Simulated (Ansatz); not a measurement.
Basis-set extrapolation for `OB(O)S[SiH3]` (PBE0-D4/def2-TZVP geometry, frozen core, Ansatz 0.2.0). Multiplicity 1, RHF reference.

|  | def2-TZVPP | def2-QZVPP |
| --- | --- | --- |
| HF | -864.049855 | -864.078443 |
| MP2 correlation | -0.877628 | -0.948805 |
| CCSD(T) correlation | -0.954953 | not run |

Energies in hartree. Use E(X) = E(∞) + A·exp(−7.88·√X) for Hartree–Fock and E(X) = E(∞) + B·X^(−2.97) for correlation, with X = 3 and 4, and add CCSD(T) minus MP2 of the smaller set to the MP2 limit.

Problem. What is the CCSD(T) energy at the basis-set limit?

Solution. HF limit: -864.078443 + (-0.028588) × 0.13774 = -864.08238. MP2 limit: -0.948805 + (-0.071177) × 0.74074 = -1.00153. Higher-order term: -0.954953 − (-0.877628) = -0.07733. Total: -865.16124 hartree, 98.2 kcal/mol below CCSD(T)/def2-TZVPP.
